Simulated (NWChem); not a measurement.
System: InCl, singlet; SMILES [Cl][In]

Results from NWChem. Low-valent species are run as closed-shell singlets; no triplet was tried in these runs. The geometry was optimised at PBE0/def2-SVP. def2 effective core potentials on In; no spin-orbit coupling. Vertical excitations in the gas phase.

Estimate the computed values for PBE/def2-SVP, TDA. Quantities: lowest excitation, singlet (eV); lowest state with f > 0.02, singlet (eV); orbital gap (eV).


```
Property                                  Result
----------------------------------------  ------
lowest excitation, singlet (eV)             4.35
lowest state with f > 0.02, singlet (eV)    4.38
orbital gap (eV)                            3.83
```
